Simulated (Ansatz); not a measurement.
Reaction (hydrogenolysis of the Si–O bond): `O[Si](F)(S)S` + H₂ → `F[SiH](S)S` + H₂O

Computed with Ansatz on PBE0-D4/def2-TZVP structures; ΔE is electronic, products minus reactants. CBS: MP2 limit from def2 TZ/QZ plus the TZ coupled-cluster correction, frozen cores. This one scheme is used for every species. DFT in def2-TZVPP. Each species was taken in one conformer, which may not be the lowest.

`O[Si](F)(S)S`:

```xyz
8

O    -0.916    0.420   -1.026
Si   -0.017   -0.383    0.068
F    -0.333   -1.939   -0.050
S    -0.460    0.030    2.095
S     1.994    0.073   -0.360
H    -1.865    0.274   -1.010
H    -0.163    1.334    1.962
H     1.759    0.191   -1.679
```

H₂:

Cartesian coordinates in Å:
```
H -0.298 -0.140 0.175
H 0.298 0.140 -0.175
```

`F[SiH](S)S`:

Z-matrix (Å, degrees):
```
Si
S 1 2.114
S 1 2.115 2 104.7
F 1 1.596 2 113.1 3 -118.3
H 1 1.477 2 110.5 3 124.1
H 2 1.344 1 93.3 3 -153.3
H 3 1.345 1 93.2 2 -161.1
```

H₂O:

```xyz
3

O     0.226   -0.089    0.304
H    -0.218   -0.697   -0.291
H    -0.007    0.786   -0.013
```

| species | revPBE energy (Eh) |
| --- | --- |
| `O[Si](F)(S)S` | -1262.78369 |
| H₂ | -1.17659 |
| `F[SiH](S)S` | -1187.48990 |
| H₂O | -76.44013 |

Work out ΔE.

ΔE = (-1187.48990) + (-76.44013) − (-1262.78369) − (-1.17659) = 0.03025 Eh = +79.4 kJ/mol. CCSD(T)/CBS gives +91.8 kJ/mol.

What do rigid-rotor, harmonic-oscillator terms from PBE0-D4/def2-TZVP frequencies (298.15 K, 1 bar) make of the CCSD(T)/CBS value? (An estimate is asked.)

Computed: ΔZPE = +14.1 kJ/mol, ΔH = +103.7 kJ/mol, ΔS = 34 J/(mol·K), ΔG = +93.7 kJ/mol.

Largest T1 diagnostic among the species: 0.012.

Leaving LDA and LC-ωPBE aside and taking each functional with its dispersion term where it has one, the values, not all of them listed here, spread over 11.6 kJ/mol, from HSE06-D4 to r2SCAN-D4. LDA lies +10.1 kJ/mol from PBE without D4. The D4 term adds +8.0 kJ/mol with B3LYP and +4.3 kJ/mol with PBE0; it sums over pairs of atoms, weighted by their polarisabilities, and B3LYP, whose exchange is more repulsive, gets the larger term. At CCSD(T), def2-SVP lies −9.7 kJ/mol from the extrapolated value and def2-TZVPP +0.9 kJ/mol.

B3LYP here is the variant with VWN-RPA as its local correlation; programs differ in this.
